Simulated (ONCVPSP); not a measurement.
## What one change does to a pseudopotential (In (Z = 49), ONCV)

indium, optimised norm-conserving Vanderbilt (ONCV), made with ONCVPSP 4.0.1 (PBEsol, scalar-relativistic). Core [Kr] 4d10, reference 5s2 5p1. Waves: 5s: rc 2.05 bohr, ncon 4, nbas 7, qcut 2.9 1/bohr, 3 projectors, debl 1.8 Ha; 5p: rc 2.45 bohr, ncon 4, nbas 7, qcut 3.9 1/bohr, 2 projectors, debl 0.6 Ha; d scattering state at 0.02 Ha: rc 2.55 bohr, ncon 3, nbas 6, qcut 3.9 1/bohr, 2 projectors, debl 1.8 Ha. Local part: polynomial inside 1.35 bohr (lpopt 3, dvloc0 2 Ha). Core correction: Teter function, fcfact 3.5, rcfact 1.05.

Change: all radii but the core radius scaled by about 1.33 (s 2.74, p 3.26, d 3.40 bohr); local potential polynomial inside 1.80 bohr (lpopt 3, dvloc0 2 Ha).

Cutoffs: the cutoffs (Ha) at which the residual kinetic energy of the hardest occupied pseudo-wave falls to 1 and 0.1 mHa per electron; they do not see the model core or the augmentation charge, which bear on the density cutoff. Errors are all-electron minus pseudo energies relative to the spin-unpolarised reference configuration.

How do hardness, ghosts and transferability respond?

The potential gets softer (9.1 Ha and 23 Ha → 4.1 Ha and 13 Ha); of the 4 tests that both files solve, the error grows in 2 and shrinks in 1 by more than 15 % and 0.3 meV (median size 13.5 → 18.8 meV); neither file shows a bound ghost. A larger radius leaves more room for a smooth pseudo-wave, so fewer plane waves are needed.

```csv
quantity,base,changed
"cutoff, loose",9.1 Ha,4.1 Ha
"cutoff, tight",23 Ha,13 Ha
loose cutoff by channel,"s 9.1 Ha, p 4.7 Ha","s 4.1 Ha, p 3.3 Ha"
bound ghosts,none,none
GHOST(+) flags under 300 eV,"p at 61.8 eV, s at 99.7 eV",s at 158.5 eV
"error for 5s2 5p0, meV [ΔE 5.36 eV]",+4.7,+2.8
"error for 5s1 5p0, meV [ΔE 24.64 eV]",-22,-51
"error for 5s2 5p0.5, meV [ΔE 1.94 eV]",+0.3,0.0
"error for 5s1 5p1, meV [ΔE 12.02 eV]",-23,-35
"rms error of d²Exc/dni dnj with the model core, mHa",4.83,4.53
```

Base: The cutoffs count occupied waves only; projector 3 of the s channel, the hardest unoccupied one, needs 45 Ha at the loose tolerance. Changed file: The cutoffs count occupied waves only; projector 3 of the s channel, the hardest unoccupied one, needs 21 Ha at the loose tolerance.
